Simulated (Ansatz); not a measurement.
Ansatz (a first-principles code) input (B3LYP/6-31G*):

Ansatz 0.2 input:
```yaml
crystal:
  periodic: [false, false, false]
  atoms:
    - {symbol: Si, position_ang: [0.85515687, -0.59950734, 0.04534362]}
    - {symbol: Cl, position_ang: [-0.79806314, 0.66373085, -0.04837112]}
    - {symbol: H, position_ang: [0.78238874, -1.37413290, 1.31667259]}
    - {symbol: H, position_ang: [0.81248851, -1.51618872, -1.12917415]}
basis:
  gaussian:
    orbitals: 6-31G*
hamiltonian:
  xc: {name: B3LYP}
magnetization: {spin_polarized: true, initial_magnetization: 1}
phonons: {temperatures: {t_min: 298.15, t_max: 298.15, t_step: 100}}
```

Output:

```
Functional definition: B3LYP
integrals: 0.01 GiB planned
428 factors; integrals over basis functions are off by at most 3.8e-4 eV
mean field: 0.14 GiB planned
mean field evaluation 1: about -20432.1568 eV, gradient 7.2e0 eV
mean field evaluation 2: about -20432.2799 eV, gradient 6.4e0 eV
mean field evaluation 4: about -20432.5092 eV, gradient 2.5e-1 eV
mean field evaluation 8: about -20432.5165 eV, gradient 5.4e-3 eV
mean field evaluation 16: about -20432.5165 eV, gradient 2.5e-5 eV
mean field -20432.51647071 eV, -750.8811306415 hartree, gradient 2.5e-5 eV, S^2 0.751154; 0 other end points of the search recorded, 0 dependent functions left out
the calculation of the forces begins
reference -20432.51666334 eV, -750.8811377204 hartree; 17, 16 occupied and 25, 26 virtual orbitals, 428 factors
these checks for a lower state are left out or cut short: stability, starts, cluster_reference, orbital_swaps, neighbouring_geometries, increment
integrals: 0.01 GiB planned
428 factors; integrals over basis functions are off by at most 3.9e-4 eV
mean field: 0.14 GiB planned
mean field -20432.51640740 eV, -750.8811283149 hartree, gradient 2.0e-6 eV, S^2 0.751153; 0 other end points of the search recorded, 0 dependent functions left out
the calculation of the forces begins
reference -20432.51660000 eV, -750.8811353927 hartree; 17, 16 occupied and 25, 26 virtual orbitals, 428 factors
these checks for a lower state are left out or cut short: stability, starts, cluster_reference, orbital_swaps, neighbouring_geometries, increment
integrals: 0.01 GiB planned
428 factors; integrals over basis functions are off by at most 3.8e-4 eV
mean field: 0.14 GiB planned
mean field -20432.51640670 eV, -750.8811282890 hartree, gradient 2.0e-6 eV, S^2 0.751154; 0 other end points of the search recorded, 0 dependent functions left out
the calculation of the forces begins
reference -20432.51659935 eV, -750.8811353690 hartree; 17, 16 occupied and 25, 26 virtual orbitals, 428 factors
these checks for a lower state are left out or cut short: stability, starts, cluster_reference, orbital_swaps, neighbouring_geometries, increment
integrals: 0.01 GiB planned
428 factors; integrals over basis functions are off by at most 3.9e-4 eV
mean field: 0.14 GiB planned
mean field evaluation 32: about -20432.5164 eV, gradient 5.2e-2 eV
mean field -20432.51640715 eV, -750.8811283055 hartree, gradient 1.7e-6 eV, S^2 0.751154; 0 other end points of the search recorded, 0 dependent functions left out
the calculation of the forces begins
reference -20432.51659978 eV, -750.8811353846 hartree; 17, 16 occupied and 25, 26 virtual orbitals, 428 factors
these checks for a lower state are left out or cut short: stability, starts, cluster_reference, orbital_swaps, neighbouring_geometries, increment
integrals: 0.01 GiB planned
428 factors; integrals over basis functions are off by at most 3.9e-4 eV
mean field: 0.14 GiB planned
mean field -20432.51640659 eV, -750.8811282851 hartree, gradient 1.8e-6 eV, S^2 0.751153; 0 other end points of the search recorded, 0 dependent functions left out
the calculation of the forces begins
reference -20432.51659921 eV, -750.8811353639 hartree; 17, 16 occupied and 25, 26 virtual orbitals, 428 factors
these checks for a lower state are left out or cut short: stability, starts, cluster_reference, orbital_swaps, neighbouring_geometries, increment
integrals: 0.01 GiB planned
428 factors; integrals over basis functions are off by at most 3.8e-4 eV
mean field: 0.14 GiB planned
mean field -20432.51644888 eV, -750.8811298393 hartree, gradient 2.8e-6 eV, S^2 0.751154; 0 other end points of the search recorded, 0 dependent functions left out
the calculation of the forces begins
reference -20432.51664156 eV, -750.8811369200 hartree; 17, 16 occupied and 25, 26 virtual orbitals, 428 factors
these checks for a lower state are left out or cut short: stability, starts, cluster_reference, orbital_swaps, neighbouring_geometries, increment
integrals: 0.01 GiB planned
428 factors; integrals over basis functions are off by at most 3.8e-4 eV
mean field: 0.14 GiB planned
mean field -20432.51644924 eV, -750.8811298526 hartree, gradient 1.5e-6 eV, S^2 0.751153; 0 other end points of the search recorded, 0 dependent functions left out
the calculation of the forces begins
reference -20432.51664182 eV, -750.8811369298 hartree; 17, 16 occupied and 25, 26 virtual orbitals, 428 factors
these checks for a lower state are left out or cut short: stability, starts, cluster_reference, orbital_swaps, neighbouring_geometries, increment
integrals: 0.01 GiB planned
428 factors; integrals over basis functions are off by at most 3.8e-4 eV
mean field: 0.14 GiB planned
mean field -20432.51645278 eV, -750.8811299824 hartree, gradient 9.8e-7 eV, S^2 0.751153; 0 other end points of the search recorded, 0 dependent functions left out
the calculation of the forces begins
reference -20432.51664538 eV, -750.8811370604 hartree; 17, 16 occupied and 25, 26 virtual orbitals, 428 factors
these checks for a lower state are left out or cut short: stability, starts, cluster_reference, orbital_swaps, neighbouring_geometries, increment
integrals: 0.01 GiB planned
428 factors; integrals over basis functions are off by at most 3.9e-4 eV
mean field: 0.14 GiB planned
mean field evaluation 64: about -20432.5164 eV, gradient 3.7e-2 eV
mean field -20432.51645277 eV, -750.8811299822 hartree, gradient 1.0e-6 eV, S^2 0.751154; 0 other end points of the search recorded, 0 dependent functions left out
the calculation of the forces begins
reference -20432.51664542 eV, -750.8811370621 hartree; 17, 16 occupied and 25, 26 virtual orbitals, 428 factors
these checks for a lower state are left out or cut short: stability, starts, cluster_reference, orbital_swaps, neighbouring_geometries, increment
integrals: 0.01 GiB planned
428 factors; integrals over basis functions are off by at most 3.8e-4 eV
mean field: 0.14 GiB planned
mean field -20432.51646599 eV, -750.8811304680 hartree, gradient 1.4e-6 eV, S^2 0.751154; 0 other end points of the search recorded, 0 dependent functions left out
the calculation of the forces begins
reference -20432.51665863 eV, -750.8811375475 hartree; 17, 16 occupied and 25, 26 virtual orbitals, 428 factors
these checks for a lower state are left out or cut short: stability, starts, cluster_reference, orbital_swaps, neighbouring_geometries, increment
integrals: 0.01 GiB planned
428 factors; integrals over basis functions are off by at most 3.9e-4 eV
mean field: 0.14 GiB planned
mean field -20432.51646634 eV, -750.8811304807 hartree, gradient 1.0e-6 eV, S^2 0.751154; 0 other end points of the search recorded, 0 dependent functions left out
the calculation of the forces begins
reference -20432.51665895 eV, -750.8811375590 hartree; 17, 16 occupied and 25, 26 virtual orbitals, 428 factors
these checks for a lower state are left out or cut short: stability, starts, cluster_reference, orbital_swaps, neighbouring_geometries, increment
integrals: 0.01 GiB planned
428 factors; integrals over basis functions are off by at most 3.9e-4 eV
mean field: 0.14 GiB planned
mean field -20432.51645240 eV, -750.8811299688 hartree, gradient 2.1e-6 eV, S^2 0.751154; 0 other end points of the search recorded, 0 dependent functions left out
the calculation of the forces begins
reference -20432.51664502 eV, -750.8811370474 hartree; 17, 16 occupied and 25, 26 virtual orbitals, 428 factors
these checks for a lower state are left out or cut short: stability, starts, cluster_reference, orbital_swaps, neighbouring_geometries, increment
integrals: 0.01 GiB planned
428 factors; integrals over basis functions are off by at most 3.9e-4 eV
mean field: 0.14 GiB planned
mean field -20432.51645260 eV, -750.8811299761 hartree, gradient 2.2e-6 eV, S^2 0.751154; 0 other end points of the search recorded, 0 dependent functions left out
the calculation of the forces begins
reference -20432.51664524 eV, -750.8811370553 hartree; 17, 16 occupied and 25, 26 virtual orbitals, 428 factors
these checks for a lower state are left out or cut short: stability, starts, cluster_reference, orbital_swaps, neighbouring_geometries, increment
integrals: 0.01 GiB planned
428 factors; integrals over basis functions are off by at most 3.9e-4 eV
mean field: 0.14 GiB planned
mean field evaluation 96: about -20432.5164 eV, gradient 5.8e-5 eV
mean field -20432.51642820 eV, -750.8811290792 hartree, gradient 2.1e-6 eV, S^2 0.751154; 0 other end points of the search recorded, 0 dependent functions left out
the calculation of the forces begins
reference -20432.51662084 eV, -750.8811361588 hartree; 17, 16 occupied and 25, 26 virtual orbitals, 428 factors
these checks for a lower state are left out or cut short: stability, starts, cluster_reference, orbital_swaps, neighbouring_geometries, increment
integrals: 0.01 GiB planned
428 factors; integrals over basis functions are off by at most 3.8e-4 eV
mean field: 0.14 GiB planned
mean field -20432.51642886 eV, -750.8811291036 hartree, gradient 2.3e-6 eV, S^2 0.751154; 0 other end points of the search recorded, 0 dependent functions left out
the calculation of the forces begins
reference -20432.51662147 eV, -750.8811361819 hartree; 17, 16 occupied and 25, 26 virtual orbitals, 428 factors
Total energy: -20432.51666334 eV, -750.8811377204 hartree
Atom 0 at     0.855157    -0.599507     0.045344 Å, force     0.000120     0.000152    -0.000007 eV/Å
Atom 1 at    -0.798063     0.663731    -0.048371 Å, force     0.000028    -0.000094     0.000006 eV/Å
Atom 2 at     0.782389    -1.374133     1.316673 Å, force    -0.000072    -0.000039    -0.000179 eV/Å
Atom 3 at     0.812489    -1.516189    -1.129174 Å, force    -0.000077    -0.000018     0.000180 eV/Å
Dipole moment:     0.262460    -0.217922     0.015887 e Å
Vibrations: 527.82 649.06 731.04 924.70 2197.95 2241.52 cm⁻¹, zero-point energy 0.450813 eV
```

The blocks after the first are displaced geometries, from whose forces the wavenumbers follow.
